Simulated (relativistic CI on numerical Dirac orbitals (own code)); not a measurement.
These numbers are calculated, not measured: Dirac-Coulomb-Breit CI, KLI orbitals optimised for each configuration, model QED (radiative potential, 1s self-energy scaled to tabulated hydrogen-like ionisation energies), valence Slater integrals scaled by 0.85, P86 correlation energy added to each configuration (own radial code, finite nucleus).

CI space (outside the closed core 1s2): 2s, 2p, 3s, 3p, 3d, 4s, 4p, 4f, 4d, 5s, 5p, 5g, 5f, 5d, 6s, 6p, 6d. Levels of other configurations are missing.

At this charge configurations can still be misplaced by up to about 7 % of their energy. 18 of the 18 excited levels that our extract of the measured tables holds in this range could be paired (the sources list more); they are missed by 1007 cm⁻¹ on average and 2373 at most, and levels without a partner can miss by more.

Outline of the computed level scheme of O VI. Lowest level of each configuration: 2s 2S_1/2 at 0.000 eV; 2p 2P°_1/2 at 12.243 eV; 3s 2S_1/2 at 79.300 eV; 3p 2P°_1/2 at 82.539 eV; 3d 2D_3/2 at 83.378 eV; 4s 2S_1/2 at 105.651 eV; 4p 2P°_1/2 at 106.973 eV; 4d 2D_3/2 at 107.371 eV; 4f 2F°_5/2 at 107.740 eV.

Some strong electric-dipole decays among the lowest 15 levels: 3d 2D_5/2 → 2p 2P°_3/2 (8.6e+10 s⁻¹); 3d 2D_3/2 → 2p 2P°_1/2 (7.2e+10 s⁻¹); 4d 2D_5/2 → 2p 2P°_3/2 (2.9e+10 s⁻¹); 3p 2P°_1/2 → 2s 2S_1/2 (2.5e+10 s⁻¹); 3p 2P°_3/2 → 2s 2S_1/2 (2.5e+10 s⁻¹); 4d 2D_3/2 → 2p 2P°_1/2 (2.4e+10 s⁻¹); 4f 2F°_7/2 → 3d 2D_5/2 (1.9e+10 s⁻¹); 4f 2F°_5/2 → 3d 2D_3/2 (1.8e+10 s⁻¹).
